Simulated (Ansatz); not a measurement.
Reaction (ligand exchange at the In–N bond): `[OH][GaH][NH][InH2]` + CH₃SH → `C[S][InH2]` + `[NH2][GaH][OH]`

Calculated with Ansatz (gas phase, PBE0-D4/def2-TZVP geometries, no zero-point term in ΔE). CBS: MP2 limit from def2 TZ/QZ plus the TZ coupled-cluster correction, frozen cores. This one scheme is used for every species. DFT in def2-TZVPP. def2 core potentials past Kr. For Ga, In outer-core shells are correlated without core-valence functions, which leaves a few kJ/mol of doubt a bond. Scalar relativity is left out up to krypton. Each species was taken in one conformer, which may not be the lowest.

| level | ΔE (kJ/mol) |
| --- | --- |
| PBE-D4 | -63.6 |
| B97M-V | -62.1 |
| r2SCANh-D4 | -64.4 |
| ωB97X-V | -58.8 |
| B2PLYP | -56.7 |
| PBE-QIDH | -61.1 |
| revPBE | -62.9 |
| CCSD(T)/def2-SVP | -46.8 |

Question: What does CCSD(T)/CBS give? (Estimate.)

Answer: Computed: -55.7 kJ/mol. The listed levels differ from it by -7.9, -6.4, -8.7, -3.1, -1.0, -5.4, -7.2, 8.9 kJ/mol.

Largest T1 diagnostic among the species: 0.016.

In def2-TZVPP, CCSD(T) changes the Hartree–Fock value by +12.7 kJ/mol (the triples alone add +1.2 kJ/mol) and MP2 by +12.4 kJ/mol. From BLYP to BHLYP (50 % exact exchange), in def2-TZVPP and without D4, ΔE moves by −4.5 kJ/mol. At CCSD(T), def2-SVP lies +8.9 kJ/mol from the extrapolated value and def2-TZVPP +4.2 kJ/mol.
